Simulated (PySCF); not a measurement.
## S(2+) (sulfur, charge +2) across methods

[Ne] 3s2 3p1 4s1, high-spin 3P determinant (an excited configuration). All numbers are calculated (PySCF 2.14, the spin-free X2C one-electron Hamiltonian (Gaussian nucleus), in aug-cc-pCVTZ-DK with one added diffuse shell each of s, p, d, f type (9s8p6d4f, 91 functions)).

```
method  E (hartree)  mean ε 3s β (eV)  mean ε 3p α (eV)  mean ε 4s α (eV)  Σ⟨r²⟩ (bohr²)   ⟨S²⟩
   LDA    -395.9158           -43.592           -33.292           -14.601          26.46  2.001
  PBE0    -397.1707           -44.913           -35.093           -15.087          26.71  2.004
  BP86    -397.3527           -43.621           -33.482           -14.658          26.45  2.003
   PBE    -397.1469           -43.409           -33.434           -14.531          26.55  2.003
 B97-3    -397.2621           -45.063           -35.017           -14.986          26.76  2.004
  PW91    -397.3029           -43.486           -33.502           -14.574          26.48  2.003
r2SCAN    -397.2605           -43.745           -34.027           -14.491          26.96  2.007
   UHF   -396.76141           -48.143           -39.393           -16.320          27.52  2.011
```

Task: Estimate the same row for CAM-B3LYP.

Result: E (hartree) = -397.3294; mean ε 3s β (eV) = -46.596; mean ε 3p α (eV) = -36.470; mean ε 4s α (eV) = -15.921; Σ⟨r²⟩ (bohr²) = 26.64; ⟨S²⟩ = 2.003.

The outer electron is Rydberg-like, and this basis confines it to a smaller radius and binds it less than a complete one would.
